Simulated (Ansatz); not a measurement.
Calculated with Ansatz (gas phase, PBE0-D4/def2-TZVP geometries, no zero-point term in ΔE). CBS: MP2 limit from def2 TZ/QZ plus the TZ coupled-cluster correction, frozen cores. This one scheme is used for every species, atoms too. Functionals use def2-TZVPP. Open shells (•) are unrestricted, without spin–orbit coupling. Spin–orbit coupling would lower the free atoms: a little for Al, O, S, Si. Each species was taken in one conformer, which may not be the lowest.

Reaction (atomization): `S[Si]1(S)[O][AlH]1` → Al• + 3 H• + O• + 2 S• + Si•

`S[Si]1(S)[O][AlH]1`:

Cartesian coordinates in Å:
```
S 1.080 1.383 -1.716
Si 0.243 0.404 -0.023
S 1.338 1.352 1.536
O 0.272 -1.266 0.045
Al -1.468 -1.102 0.086
H 0.072 1.048 -2.538
H 1.056 0.389 2.430
H -2.592 -2.209 0.180
```

```
             species  BHLYP-D4 energy (Eh)
`S[Si]1(S)[O][AlH]1`           -1405.48764
                 Al•            -242.36917
                  H•              -0.49854
                  O•             -75.07712
                  S•            -398.12100
                 Si•            -289.37700
```

Q: Work out ΔE.

A: ΔE = 3 × (-0.49854) + 2 × (-398.12100) + (-242.36917) + (-75.07712) + (-289.37700) − (-1405.48764) = 0.92673 Eh = +2433.1 kJ/mol. CCSD(T)/CBS gives +2562.2 kJ/mol.

Largest T1 diagnostic among the species: 0.018.

In def2-TZVPP, CCSD(T) changes the Hartree–Fock value by +742.7 kJ/mol (the triples alone add +62.1 kJ/mol) and MP2 by +817.3 kJ/mol; breaking electron pairs costs correlation energy, which Hartree–Fock lacks. The D4 term adds +44.1 kJ/mol with B3LYP and +23.1 kJ/mol with PBE0; it sums over pairs of atoms, weighted by their polarisabilities, and B3LYP, whose exchange is more repulsive, gets the larger term. From r2SCAN to r2SCAN0 (25 % exact exchange), in def2-TZVPP and without D4, ΔE moves by −69.1 kJ/mol: exact exchange takes away binding that semilocal exchange gives to molecules.

B3LYP here is the variant with VWN-RPA as its local correlation; programs differ in this.

For atomizations the MP2-based limit and the directly extrapolated one differ by several kJ/mol either way, and by 10 to 25 for some Ge, Se and Sn compounds, so smaller differences from it don't rank the levels.
